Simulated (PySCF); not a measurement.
**Ca²⁺ (calcium, charge +2): UHF calculation**

Configuration: [Ar], closed-shell 1S. All numbers are calculated (PySCF 2.14, scalar relativity by spin-free X2C-1e, in aug-cc-pVQZ-X2C (8s7p5d3f2g, 93 functions)).

```
Total energy                        : -679.030605 hartree
One-electron energy                 : -919.6361 hartree
Hartree (Coulomb) energy            : 275.8043 hartree
Exchange energy                     : -35.1988 hartree
⟨S²⟩                                : 0.0000
⟨L²⟩                                : 0.000
Sum of ⟨r⟩                          : 12.72 bohr
Sum of ⟨r²⟩                         : 15.39 bohr²
Langevin diamagnetic susceptibility : -12.2 ×10⁻⁶ cm³/mol
```

| shell | electrons | mean orbital energy (hartree) | rms radius, mean of both spins (bohr) |
| --- | --- | --- | --- |
| 1s | 2 | -150.67540 | 0.0888 |
| 2s | 2 | -17.51831 | 0.393 |
| 2p | 6 | -14.19479 | 0.362 |
| 3s | 2 | -2.79856 | 1.24 |
| 3p | 6 | -1.87863 | 1.37 |

Densities and radii are taken from the X2C orbitals without a picture-change correction, which distorts them close to the nucleus.
